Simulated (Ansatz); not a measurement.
`C[O+](C)[B-](F)(F)F`, charge 0, multiplicity 1.

Task: Give a relaxed structure at PBE0-D4/def2-TZVP (Ansatz 0.2.0). (Best estimate.)

Result: The calculation gave: 
Z-matrix (Å, degrees):
```
C
O 1 1.431
H 1 1.090 2 108.4
H 1 1.092 2 109.9 3 -121.1
H 1 1.086 2 106.9 3 119.1
C 2 1.431 1 112.8 3 59.5
B 2 1.683 1 114.5 3 -167.3
H 6 1.092 2 109.9 1 61.6
H 6 1.086 2 106.9 1 -178.5
H 6 1.090 2 108.4 1 -59.4
F 7 1.354 2 102.5 1 53.6
F 7 1.361 2 103.4 1 -66.1
F 7 1.354 2 102.5 1 174.1
```
Point group Cs.
This is one stationary point; other conformers may exist.
